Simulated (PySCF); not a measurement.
BrGeI, neutral, multiplicity 1. Atoms are numbered in the order given.

```xyz
3

Ge     1.1051     0.4771     0.0000
Br    -0.5724     2.1473     0.0000
I     -0.2892    -1.7061     0.0000
```
Charge 0, spin multiplicity 1.

Geometry: B3LYP-D3(BJ)/def2-SVP. The def2 effective core potentials stand for the cores of I; spin–orbit coupling is left out.

Calculation: M06-2X/def2-TZVPD in PySCF.

Symmetry labels are those of the subgroup Cs that the program uses (full group Cs).

Computed valence orbital energies around the gap with their symmetry:
```tsv
orbital	symmetry	energy (eV)
HOMO−7	A'	-21.35
HOMO−6	A'	-15.30
HOMO−5	A'	-11.09
HOMO−4	A'	-10.45
HOMO−3	A"	-10.29
HOMO−2	A"	-9.13
HOMO−1	A'	-8.91
HOMO	A'	-8.50
LUMO	A"	-2.53
LUMO+1	A'	-0.68
LUMO+2	A'	-0.25
LUMO+3	A'	0.65
```
